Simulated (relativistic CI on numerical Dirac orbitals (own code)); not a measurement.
Sensitivity of the levels of Bi⁵⁺ to α and to the nuclear radius

These numbers are calculated, not measured: Dirac-Coulomb-Breit CI, orbitals from a KLI potential per configuration, valence Slater integrals scaled by 0.85, P86 correlation energy added to each configuration, derivatives by finite differences, QED left out (own radial code, finite nucleus).

Configurations in the expansion (outside the closed core [Xe] 4f14): 5d10, 5d9.6s, 5d9.5f, 5d9.6p, 5d9.6d. Double excitations out of closed p, d and f shells are left out; levels of such configurations are missing from the list, as are those of other unlisted configurations, and high levels can miss mixing partners.

With x = (α/α₀)² − 1 an excitation energy changes as ω = ω₀ + qx; K = 2q/ω₀ is the relative enhancement. Terms are leading LS components, so labels can repeat. The field-shift factor is F = δν/δ⟨r²⟩ for the transition from the lowest level.

Lowest level 5d10 1S_0.

```csv
Level,ω₀ (cm⁻¹),q (cm⁻¹),F (GHz/fm²)
5d9.6s 3D_3,157216,-101600,203
5d9.6s 3D_2,161824,-98870,199
5d9.6s 3D_1,181814,-78360,206
5d9.6s 1D_2,185879,-76880,200
5d9.6p 3P°_2,253534,-75990,32.7
5d9.6p 3F°_3,256084,-76130,32.7
5d9.6p 3F°_2,278407,-52750,34.9
5d9.6p 3P°_1,281781,-45890,31.1
5d9.6p 3F°_4,284425,-34490,21.8
5d9.6p 1D°_2,288512,-36410,22.9
5d9.6p 1P°_1,291263,-37700,25.6
5d9.6p 3D°_3,291295,-34230,21.8
5d9.6p 3P°_0,304930,-11000,24.5
5d9.6p 3F°_3,311281,-10980,24.5
5d9.6p 3D°_1,312084,-12130,24.5
5d9.6p 3D°_2,315085,-11210,24.6
5d9.6d 3S_1,403400,-28300,21.2
5d9.6d 3G_4,407080,-29110,21.1
5d9.6d 3P_2,408155,-28830,21.2
5d9.6d 3F_3,409955,-28860,21.2
5d9.6d 1P_1,410116,-25520,21.1
5d9.6d 3G_5,410359,-24880,21.1
5d9.5f 3P°_0,410931,-21410,22.4
```

At this charge configurations can still be misplaced by up to about 7 % of their energy. Levels and lines within the n = 5 or 6 shells can be off by up to 10 % or somewhat more, and those that change n by about 2 %, since core polarisation is missing. Levels that differ in their count of f electrons can be misplaced by several ten thousand cm⁻¹, since the correlation energy of f electrons is missing or only estimated; rates across such gaps can be off by orders of magnitude.

Task: Which transition from the lowest level has the largest |K|?

Result: 5d9.6s 3D_3 at 157216 cm⁻¹, K = -1.29.
